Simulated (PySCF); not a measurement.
CH3Se, SMILES C[Se] (connectivity only; charge and spin as stated), charge -1, multiplicity 1.

Geometry: ωB97X-D3(BJ)/def2-TZVPD. The spin state was assumed, not searched. The isomer is the one that the SMILES or the coordinates give; other isomers of the formula were not compared.

Method: CAM-B3LYP/def2-TZVPD run with PySCF.

Symmetry labels are those of the subgroup Cs that the program uses (full group C3v).

Computed valence orbital energies around the gap with their symmetry:
```
orbital  symmetry  energy (eV)
-------  --------  -----------
HOMO−7         A"       -51.68
HOMO−6         A'       -16.52
HOMO−5         A'       -12.25
HOMO−4         A'        -7.95
HOMO−3         A"        -7.95
HOMO−2         A'        -4.65
HOMO−1         A"        -1.08
HOMO           A'        -1.08
LUMO           A'         4.25
LUMO+1         A'         4.91
LUMO+2         A"         4.91
LUMO+3         A'         5.01
```
